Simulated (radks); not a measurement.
Problem. Valence configurations of Tl2+ (all share [Xe]). All-electron calculation, scalar-relativistic Kohn-Sham, PBE, spin-polarised, spherical densities, point nucleus; open shells are filled with parallel spins first (spin-orbit coupling, left out, can overturn this in heavy ions). Program: a radial shooting solver on a logarithmic mesh with Libxc functionals. Order these by energy: 4f14 5d8 6s2 6p1; 4f13.5 5d10 6s1 6p0.5; 4f14 5d10 6s1; 4f12.5 5d10 6s1.5 6p1; 4f14 5d10 6p1; 4f14 5d9 6s2; 4f13 5d10 6p2; 4f13 5d9 6s2 6p1; 4f13 5d10 6s1 6p1; 4f13 5d10 6s2.

Solution. From the lowest, in eV above it: 4f14 5d10 6s1 0.000; 4f14 5d9 6s2 8.620; 4f14 5d10 6p1 9.469; 4f14 5d8 6s2 6p1 28.344; 4f13.5 5d10 6s1 6p0.5 59.736; 4f13 5d10 6s2 114.20; 4f13 5d10 6s1 6p1 123.50; 4f13 5d10 6p2 133.85; 4f13 5d9 6s2 6p1 135.95; 4f12.5 5d10 6s1.5 6p1 186.85. NIST lists [Xe] 4f14 5d10 6s1 as the ground configuration; this level of theory agrees among the configurations tried. The energies are those of spherical high-spin densities, not of single terms.
